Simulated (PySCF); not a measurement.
Computed shifts of a molecule CH5ClF2Si2, PBE/pcSseg-1 (PySCF), GIAO, gas phase, equivalent atoms averaged, in ppm (number of nuclei): ¹³C: 2.0 (1). ²⁹Si: 25.8 (1), -31.5 (1). ¹⁹F: -163.4 (1), -168.4 (1). ¹H: 5.47 (1), 5.39 (1), 0.87 (3). References: ¹³C against TMS (σ = 182.0 ppm); ²⁹Si against TMS (σ = 335.4 ppm); ¹⁹F against CFCl3 (σ = 133.6 ppm); ³⁵Cl against HCl (σ = 936.5 ppm); ¹H against TMS (σ = 31.49 ppm), references at their B3LYP-D3(BJ)/def2-TZVP geometries, non-relativistic (without spin–orbit terms, shifts of atoms bonded to Cl or Br come out too high). Geometry: B3LYP-D3(BJ)/def2-SVP. The values are those of a single conformer.

Question: Which molecule gave these data?
A. FC[Si@](F)([SiH3])Cl
B. C[Si](F)(F)[SiH2]Cl
C. C[Si@@](F)(Cl)[SiH2]F
D. FC(F)[SiH2][SiH2]Cl

Answer: B, C[Si](F)(F)[SiH2]Cl
